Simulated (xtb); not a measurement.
Hg, charge +1, quartet (GFN-xTB shapes and energies of metal compounds can be far from the true ones) (a state made from the parent by changing its charge; the spin is typed, not shown lowest); GFN0-xTB run with xtb.

xtb was given this input:
```
$ xtb mol.xyz --gfn 0 --chrg 1 --uhf 3 --json

# file mol.xyz
1

Hg     0.00000000     0.00000000     0.00000000
```

Output, abridged:

```
   ID    Z sym.   atoms
    1   80 Hg     1

           -------------------------------------------------
          |                Calculation Setup                |
           -------------------------------------------------

           -------------------------------------------------
          |                 G F N 0 - x T B                 |
           -------------------------------------------------

          ...................................................
          :                      SETUP                      :
          :.................................................:
          :  # basis functions                   4          :
          :  # atomic orbitals                   4          :
          :  # shells                            2          :
          :  # electrons                         1          :
          :  electronic temp.          300.0000000     K    :
          :  accuracy                    1.0000000          :
          :  -> integral cutoff          0.2500000E+02      :
          :  -> integral neglect         0.1000000E-07      :
          ...................................................

         :::::::::::::::::::::::::::::::::::::::::::::::::::::
         ::                     SUMMARY                     ::
         :::::::::::::::::::::::::::::::::::::::::::::::::::::
         :: total energy               1.168643976361 Eh    ::
         :: gradient norm              0.000000000000 Eh/a0 ::
         :: HOMO-LUMO gap              0.000000000000 eV    ::
         ::.................................................::
         :: H0 energy                 -0.590603804775 Eh    ::
         :: repulsion energy           0.000000000000 Eh    ::
         :: electrostat energy         1.759247781136 Eh    ::
         :: -> Gsolv                   0.000000000000 Eh    ::
         ::    -> Gsasa                0.000000000000 Eh    ::
         ::    -> Gshift               0.000000000000 Eh    ::
         :: dispersion energy          0.000000000000 Eh    ::
         :: short-range corr.          0.000000000000 Eh    ::
         :: add. restraining           0.000000000000 Eh    ::
         :: total charge               1.000000000000 e     ::
         :::::::::::::::::::::::::::::::::::::::::::::::::::::

           -------------------------------------------------
          |                Property Printout                |
           -------------------------------------------------

    * Orbital Energies and Occupations

         #    Occupation            Energy/Eh            Energy/eV
      -------------------------------------------------------------
         1        1.0000           -0.4992262             -13.5846
         2        0.3333           -0.0895635              -2.4371 (HOMO)
         3        0.3333           -0.0895635              -2.4371 (LUMO)
         4        0.3333           -0.0895635              -2.4371
      -------------------------------------------------------------
                  HL-Gap            0.0000000 Eh            0.0000 eV
             Fermi-level            0.0000000 Eh            0.0000 eV

     #   Z          covCN         q      C6AA      α(0)
     1  80 Hg       0.000     1.000   274.854    32.244

 Mol. C6AA /au·bohr⁶  :        274.854063
 Mol. C8AA /au·bohr⁸  :      27590.280648
 Mol. α(0) /au        :         32.244313

Wiberg/Mayer (AO) data.
largest (>0.10) Wiberg bond orders for each atom

 ---------------------------------------------------------------------------
     #   Z sym  total        # sym  WBO       # sym  WBO       # sym  WBO
 ---------------------------------------------------------------------------
     1  80 Hg   0.000
 ---------------------------------------------------------------------------

 dipole moment from electron density (au)
     X       Y       Z
   0.0000   0.0000   0.0000  total (Debye):    0.000

           -------------------------------------------------
          | TOTAL ENERGY                1.168643976361 Eh   |
          | GRADIENT NORM               0.000000000000 Eh/α |
          | HOMO-LUMO GAP               0.000000000000 eV   |
           -------------------------------------------------

normal termination of xtb
```
